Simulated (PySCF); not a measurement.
AgI, SMILES [Ag][I], multiplicity 1.

Geometry: PBE-D3(BJ)/def2-TZVP. The multiplicity is an assumed one; other spin states were not compared. The def2 effective core potentials stand for the cores of Ag, I; spin–orbit coupling is left out.

All values below come from PBE-D3(BJ)/def2-TZVP in PySCF 2.14.0.

Frequencies are harmonic and unscaled.

Problem. Estimate the vibrational spectrum. (An estimate is asked for; the answer gives what the named calculation found.)

Solution. 
```tsv
mode	ν (cm⁻¹)	IR (km/mol)	moving atoms (share of kinetic energy)
1	196	3.5	Ag 54 %, I 46 %
```
